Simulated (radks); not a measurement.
Method: non-relativistic Kohn-Sham, LDA (Slater exchange, VWN5 correlation), spin-polarised, spherical densities, point nucleus; computed with a radial shooting solver on a logarithmic mesh with Libxc functionals. Response by self-consistent Sternheimer equations with the Hartree and adiabatic LDA kernel. Estimate the static dipole polarisabilities of F5+ ([He] 2s2) and Ne6+ ([He] 2s2) and the C6 coefficients of the three pairs.

Answer. alpha = 0.7435 and 0.4935 bohr^3; C6 = 0.3675 (F5+-F5+), 0.2605 (F5+-Ne6+), 0.1854 (Ne6+-Ne6+) hartree bohr^6.
